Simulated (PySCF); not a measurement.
Point-charge models of `CC[C@@H](F)C1COC1` against its computed dipole.

Coordinates (GFN2-xTB, Å) and charges (e) from the PBE0/pcSseg-1 density (PySCF):

| atom | x | y | z | Mulliken | IAO | Hirshfeld | ESP-fitted |
| --- | --- | --- | --- | --- | --- | --- | --- |
| C1 | 2.749 | 0.126 | 0.131 | -0.2617 | -0.4206 | -0.1189 | -0.2490 |
| C2 | 1.401 | -0.585 | 0.108 | -0.2604 | -0.2675 | -0.0747 | +0.1121 |
| C3 | 0.296 | 0.323 | -0.425 | +0.2200 | +0.1860 | +0.0664 | +0.1529 |
| F4 | 0.556 | 0.611 | -1.757 | -0.3427 | -0.3376 | -0.1142 | -0.2618 |
| C5 | -1.084 | -0.313 | -0.347 | -0.4556 | -0.1575 | -0.0439 | -0.2872 |
| C6 | -2.265 | 0.607 | -0.689 | +0.1918 | -0.0439 | +0.0047 | +0.2867 |
| O7 | -2.799 | 0.474 | 0.630 | -0.5146 | -0.4262 | -0.1800 | -0.4616 |
| C8 | -1.731 | -0.379 | 1.042 | +0.1723 | -0.0473 | +0.0061 | +0.1865 |
| H9 | 2.718 | 0.985 | 0.799 | +0.1094 | +0.1367 | +0.0397 | +0.0515 |
| H10 | 3.005 | 0.474 | -0.866 | +0.1265 | +0.1504 | +0.0393 | +0.0745 |
| H11 | 3.528 | -0.551 | 0.471 | +0.1185 | +0.1447 | +0.0432 | +0.0689 |
| H12 | 1.463 | -1.468 | -0.532 | +0.1253 | +0.1416 | +0.0408 | +0.0179 |
| H13 | 1.125 | -0.909 | 1.112 | +0.1226 | +0.1359 | +0.0431 | -0.0185 |
| H14 | 0.304 | 1.291 | 0.093 | +0.0916 | +0.1259 | +0.0391 | +0.0943 |
| H15 | -1.084 | -1.257 | -0.893 | +0.1253 | +0.1423 | +0.0431 | +0.1156 |
| H16 | -1.997 | 1.642 | -0.918 | +0.1082 | +0.1342 | +0.0405 | +0.0090 |
| H17 | -2.955 | 0.233 | -1.449 | +0.1121 | +0.1384 | +0.0437 | +0.0255 |
| H18 | -1.148 | 0.067 | 1.853 | +0.0993 | +0.1268 | +0.0387 | +0.0404 |
| H19 | -2.092 | -1.364 | 1.348 | +0.1120 | +0.1376 | +0.0426 | +0.0423 |

Task: What dipole does each set of charges give (1 e·Å = 4.803 D), and what does the density give?

Result: The full density gives (1.40, -1.23, 0.71) D, 1.99 D in size; dipole vectors point from the negative to the positive end.

```
    scheme    μx     μy    μz  size (D)  share of the full size (%)  angle to the full dipole (°)
  Mulliken  1.94  -1.17  1.92      2.97                         149                            21
       IAO  1.68  -1.69  1.45      2.79                         140                            11
 Hirshfeld  0.78  -0.66  0.44      1.12                          56                             3
ESP-fitted  1.40  -1.21  0.72      1.99                         100                             1
```

Task: Which set comes closest?

Result: Length of the difference vector: ESP-fitted 0.03 D, Hirshfeld 0.88 D, IAO 0.91 D, Mulliken 1.33 D. Closest: ESP-fitted. 

Task: What is left for the Hirshfeld atoms' own dipoles?

Result: The Hirshfeld atoms' densities add up to the full density, so μ = Σ q r + Σ (atomic dipoles). The atomic dipoles sum to (1.40, -1.23, 0.71) − (0.78, -0.66, 0.44) = (0.62, -0.57, 0.27) D, 0.88 D in size.

Task: With the origin at the mean of the coordinates, (-0.001, 0.000, -0.015) Å, which are the largest single terms, by size, of the Hirshfeld dipole along the direction of the full one?

Result: O7 +1.75, C1 -1.09, H11 +0.62, H17 -0.57, H16 -0.53 D; all 19 atoms together +1.12 D. The single terms depend on the origin, their sum doesn't.

Task: Give the size of the full dipole in other units.

Result: 1.99 D = 0.784 au = 0.415 e·Å = 6.65 × 10⁻³⁰ C·m.

Isolated species at its GFN2-xTB geometry (one conformer only).

Conformer computed: `[CH3:1][CH2:2][C@@H:3]([F:4])[CH:5]1[CH2:6][O:7][CH2:8]1`: C1–C2–C3–F4 65°, C2–C3–C5–C6 172°.
